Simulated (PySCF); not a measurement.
Mapped SMILES: `[CH3:1][Si:2]([F:3])([F:4])[N:5]=[C:6]=[O:7]` (H(Xn): hydrogen on atom n).

Calculated, not measured (PySCF 2.14): structure optimised with PBE0-D3(BJ)/def2-TZVP, σ from GIAO-B97-2/pcSseg-2. One averaged value for each set of equivalent atoms, gas phase, no relativistic terms, one conformer.

Chemical shifts δ = σref − σ; TMS for 13C, 1H, 29Si; 19F vs CFCl3; 15N vs NH3; H2O for 17O, all at this level.

| atoms | nucleus | count | δ (ppm) |
| --- | --- | --- | --- |
| N5 | 15N | 1 | 46.2 |
| F3/F4 | 19F | 2 | ? |
| C1 | 13C | 1 | -5.0 |
| C6 | 13C | 1 | 125.5 |
| Si2 | 29Si | 1 | -55.2 |
| O7 | 17O | 1 | 132.1 |
| H(C1) | 1H | 3 | ? |

**Question.** Fill in the missing shifts.

**Answer.** 
- H(C1): 0.40 ppm, hydrogen on a methyl carbon bonded to Si; an electropositive neighbour shields it, as in TMS itself
- F3/F4: -144.6 ppm, fluorine bonded to Si

Shifts are as computed. Against solution values, carbons near 30 ppm lie about +3 ppm off and those near 130 ppm about +7 ppm. Of 1211 compounds with measured shifts, 218 miss one by over three times the rms of a fit or turn the order of signals round; such compounds aren't used in these exercises. Unscaled 19F shifts against computed CFCl3 carry errors that often reach 10 to 50 ppm. Experimental scales use liquid or dissolved standards, which lie at an offset from isolated NH3 (liquid NH3: subtract about 20 ppm) and H2O (liquid H2O: subtract about 36 ppm).
